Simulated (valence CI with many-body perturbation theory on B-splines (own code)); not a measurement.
**Ir⁶¹⁺: electric-dipole lines**

Computed by valence CI with perturbative core correlation (CI+MBPT): six valence electrons over a frozen Dirac-Fock core [Ne], radial functions for each j: 9 s, 9 p, 8 d, 6 f, 3 g, 1 h, with the one-electron correlation potential Σ1, the two-electron term Σ2, the three-electron term Σ3, Breit, model QED; selected CI, second order for the rest, scaled by the run's own slope (own B-spline code, finite nucleus).

The last digits are not significant, and no measured levels were compared; by estimate large intervals hold to a few tenths of a per cent, small ones and those within an open d or f shell to about a per cent. Among the levels kept, up to 950 cm⁻¹ of a level comes from second order outside the variational space, and about a tenth of that is noise between levels of different J, which matters for small intervals.

Lines 1 to 50 of 122 in falling wavelength, among levels below 6442.1 × 10³ cm⁻¹, chosen from the strongest by gf and those to the six lowest levels. Wavelengths and rates use the calculated energies. Electric multipoles are in the length gauge with retardation, E1 and E2 with the static RPA response of the core. Weak lines are less certain than strong ones. Lines between different terms over intervals too small for the method are left out, as are lines whose strength nearly cancels. The highest levels of a list are the least certain.

Levels are named by their leading jj configuration (3d3/2^4 stands for four electrons in 3d with j = 3/2), which in mixed levels can hold well under half, so a name can repeat and another be missing. Letters in brackets count levels of one name in rising energy.

```tsv
λ vac (nm)	Upper	Lower	A (s⁻¹)	log gf	Branch %
42.74	(3s^2 3p1/2 3p3/2^2 3d5/2) J=3 [a]	(3s^2 3p1/2^2 3d5/2^2) J=4	2.81e+05	-4.27	0.0
29.25	(3s^2 3p1/2 3p3/2^2 3d5/2) J=4 [b]	(3s^2 3p1/2^2 3d5/2^2) J=4	8.90e+05	-3.99	0.4
27.19	(3s^2 3p1/2 3p3/2^2 3d5/2) J=5	(3s^2 3p1/2^2 3d5/2^2) J=4	4.22e+05	-4.29	0.2
26.18	(3s^2 3p1/2 3p3/2^2 3d3/2) J=4	(3s^2 3p1/2^2 3d3/2 3d5/2) J=4	9.88e+05	-4.04	0.8
22.17	(3s^2 3p1/2 3p3/2^2 3d3/2) J=3 [a]	(3s^2 3p1/2^2 3d3/2 3d5/2) J=3	5.78e+05	-4.53	0.0
19.31	(3s^2 3p1/2 3p3/2^2 3d3/2) J=4	(3s^2 3p1/2^2 3d3/2 3d5/2) J=3	5.84e+05	-4.53	0.5
18.90	(3s^2 3p1/2 3p3/2^3) J=1	(3s^2 3p1/2^2 3p3/2 3d5/2) J=2	2.31e+06	-4.43	0.3
16.41	(3s^2 3p1/2 3p3/2^3) J=2	(3s^2 3p1/2^2 3p3/2 3d5/2) J=2	4.85e+06	-4.01	0.8
16.28	(3s^2 3p1/2 3p3/2^2 3d3/2) J=3 [b]	(3s^2 3p1/2^2 3d3/2 3d5/2) J=4	1.86e+06	-4.29	0.0
13.90	(3s^2 3p1/2 3p3/2^2 3d3/2) J=2 [c]	(3s^2 3p1/2^2 3d3/2 3d5/2) J=2	2.81e+06	-4.39	0.0
12.99	(3s^2 3p1/2 3p3/2^2 3d3/2) J=1 [b]	(3s^2 3p1/2^2 3d3/2 3d5/2) J=2	3.61e+06	-4.56	0.0
12.29	(3s^2 3p1/2 3p3/2^2 3d3/2) J=2 [c]	(3s^2 3p1/2^2 3d3/2 3d5/2) J=3	3.49e+06	-4.40	0.0
9.552	(3s^2 3p1/2^2 3d3/2^2) J=2	(3s^2 3p1/2^2 3p3/2 3d5/2) J=3	6.31e+07	-3.37	0.2
9.507	(3s^2 3p1/2 3p3/2^2 3d3/2) J=1 [a]	(3s^2 3p1/2^2 3d3/2^2) J=0	1.05e+07	-4.37	0.0
9.365	(3s^2 3p1/2 3p3/2^2 3d5/2) J=3 [a]	(3s^2 3p1/2^2 3d3/2 3d5/2) J=2	3.90e+06	-4.44	0.0
8.820	(3s^2 3p1/2 3p3/2^2 3d5/2) J=4 [b]	(3s^2 3p1/2^2 3d3/2 3d5/2) J=4	2.00e+07	-3.68	8.6
8.623	(3s^2 3p1/2 3p3/2^2 3d5/2) J=5	(3s^2 3p1/2^2 3d3/2 3d5/2) J=4	6.96e+07	-3.07	34.5
8.607	(3s^2 3p1/2 3p3/2^2 3d5/2) J=3 [a]	(3s^2 3p1/2^2 3d3/2 3d5/2) J=3	8.56e+06	-4.18	0.1
8.594	(3s^2 3p1/2 3p3/2^2 3d5/2) J=1	(3s^2 3p1/2^2 3d3/2 3d5/2) J=1	1.61e+07	-4.27	0.0
8.453	(3s^2 3p1/2 3p3/2^2 3d5/2) J=0	(3s^2 3p1/2^2 3d3/2 3d5/2) J=1	8.12e+07	-4.06	0.1
8.299	(3s^2 3p1/2^2 3d3/2^2) J=2	(3s^2 3p1/2^2 3p3/2 3d5/2) J=2	4.07e+07	-3.68	0.1
8.099	(3s^2 3p1/2 3p3/2^2 3d3/2) J=2 [a]	(3s^2 3p1/2^2 3d3/2^2) J=2	1.31e+07	-4.19	0.1
7.875	(3s^2 3p1/2 3p3/2^2 3d5/2) J=4 [b]	(3s^2 3p1/2^2 3d3/2 3d5/2) J=3	7.11e+07	-3.23	30.6
7.676	(3s^2 3p1/2 3p3/2^2 3d3/2) J=3 [a]	(3s^2 3p1/2^2 3d3/2^2) J=2	8.53e+07	-3.28	0.1
7.531	(3s^2 3p1/2 3p3/2^3) J=1	(3s^2 3p1/2^2 3p3/2 3d3/2) J=0	1.95e+07	-4.30	2.3
7.521	(3s^2 3p1/2 3p3/2^3) J=1	(3s^2 3p1/2^2 3p3/2 3d3/2) J=1	2.60e+07	-4.18	3.1
7.127	(3s^2 3p1/2 3p3/2^3) J=1	(3s^2 3p1/2^2 3p3/2 3d3/2) J=2	2.10e+06	-5.32	0.2
7.110	(3s^2 3p1/2 3p3/2^3) J=2	(3s^2 3p1/2^2 3p3/2 3d3/2) J=3	6.03e+06	-4.64	1.0
7.092	(3s^2 3p1/2 3p3/2^3) J=2	(3s^2 3p1/2^2 3p3/2 3d3/2) J=1	1.32e+08	-3.30	21.7
7.055	(3s^2 3p1/2 3p3/2^2 3d5/2) J=3 [b]	(3s^2 3p1/2^2 3d3/2 3d5/2) J=2	1.67e+07	-4.06	0.7
6.741	(3s^2 3p1/2 3p3/2^3) J=2	(3s^2 3p1/2^2 3p3/2 3d3/2) J=2	8.96e+07	-3.52	14.7
6.668	(3s 3p1/2^2 3p3/2^3) J=2	(3s^2 3p1/2 3p3/2^3) J=2	1.33e+10	-1.35	1.1
6.635	(3s^2 3p1/2 3p3/2^2 3d3/2) J=1 [b]	(3s^2 3p1/2^2 3d3/2^2) J=0	1.09e+08	-3.67	0.0
6.616	(3s^2 3p1/2 3p3/2^2 3d5/2) J=3 [b]	(3s^2 3p1/2^2 3d3/2 3d5/2) J=3	8.75e+06	-4.40	0.4
6.329	(3s 3p1/2^2 3p3/2^3) J=2	(3s^2 3p1/2 3p3/2^3) J=1	1.88e+10	-1.25	1.6
6.243	(3s^2 3p1/2 3p3/2^2 3d3/2) J=3 [b]	(3s^2 3p1/2^2 3d3/2^2) J=2	1.44e+08	-3.23	0.0
6.006	(3s^2 3p1/2 3p3/2^2 3d3/2) J=2 [c]	(3s^2 3p1/2^2 3d3/2^2) J=2	9.83e+07	-3.58	0.0
5.983	(3s 3p1/2^2 3p3/2^3) J=1	(3s^2 3p1/2 3p3/2^3) J=2	3.24e+10	-1.28	2.5
5.830	(3s^2 3p1/2 3p3/2^2 3d3/2) J=1 [b]	(3s^2 3p1/2^2 3d3/2^2) J=2	2.54e+07	-4.41	0.0
5.708	(3s 3p1/2^2 3p3/2^3) J=1	(3s^2 3p1/2 3p3/2^3) J=1	1.03e+10	-1.82	0.8
5.463	(3s^2 3p1/2 3p3/2^2 3d3/2) J=2 [a]	(3s^2 3p1/2 3p3/2^3) J=2	2.80e+09	-2.20	27.7
5.389	(3s^2 3p1/2 3p3/2^2 3d3/2) J=1 [a]	(3s^2 3p1/2 3p3/2^3) J=2	2.57e+10	-1.47	4.9
5.276	(3s^2 3p1/2^2 3d3/2 3d5/2) J=2	(3s^2 3p1/2^2 3p3/2 3d5/2) J=1	8.42e+09	-1.76	2.4
5.268	(3s^2 3p1/2 3p3/2^2 3d3/2) J=3 [a]	(3s^2 3p1/2 3p3/2^3) J=2	2.92e+09	-2.07	4.4
5.267	(3s^2 3p1/2^2 3d3/2 3d5/2) J=3	(3s^2 3p1/2^2 3p3/2 3d5/2) J=3	4.84e+09	-1.85	1.5
5.266	(3s^2 3p1/2^2 3p3/2 3d3/2) J=1	(3s^2 3p1/2^2 3p3/2^2) J=0	6.07e+09	-2.12	26.8
5.234	(3s^2 3p1/2 3p3/2^2 3d3/2) J=2 [a]	(3s^2 3p1/2 3p3/2^3) J=1	9.62e+08	-2.70	9.5
5.199	(3s^2 3p1/2 3p3/2^2 3d3/2) J=0	(3s^2 3p1/2 3p3/2^3) J=1	1.61e+10	-2.18	96.2
5.165	(3s^2 3p1/2 3p3/2^2 3d3/2) J=1 [a]	(3s^2 3p1/2 3p3/2^3) J=1	2.62e+08	-3.50	0.1
5.161	(3s^2 3p1/2^2 3d3/2 3d5/2) J=1	(3s^2 3p1/2^2 3p3/2 3d5/2) J=1	2.97e+09	-2.45	0.8
```
